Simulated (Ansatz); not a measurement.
The cluster Hg₅⁺, relaxed as a doublet with UKS PBE0/def2-SVP in Ansatz, starting from the GFN1-xTB geometry. Force threshold 0.02 eV/Å.

In the def2 sets Hg takes a core potential; there is no spin–orbit coupling. The relaxation made no stability test and no search for a lower SCF solution. Another isomer (doublet) lies 0.27 eV lower at PBE0/def2-TZVP; other spin states weren't run for this one.

Start:

Cartesian coordinates in Å:
```
Hg 1.306 -1.394 0.758
Hg -1.848 -1.691 -0.235
Hg 1.576 0.408 -1.911
Hg 0.204 1.317 2.132
Hg -1.237 1.360 -0.743
```

**Question.** Estimate the energy that the relaxation releases and the steps that it takes.

**Answer.** 0.00 eV, in 3 steps; 18 s on 4 threads of Arm Neoverse V2 on a shared host. No frequencies were taken in this run, so the end may be a saddle point.

**Question.** Does the start keep its bonding and symmetry?

**Answer.** By distances, no bond broke or formed. The bond that changes most is Hg1–Hg2, from 3.32 to 3.21 Å (atoms count from 1). The end is the same structure that another start reached. Point group Cs at the start, Cs at the end, both within 0.05 Å.

**Question.** Predict the relaxed structure.

**Answer.** 
```xyz
5

Hg    1.242   -1.394    0.735
Hg   -1.807   -1.719   -0.218
Hg    1.577    0.414   -1.907
Hg    0.202    1.326    2.117
Hg   -1.214    1.373   -0.727
```
Bond lengths (bridged metal pairs left out): .
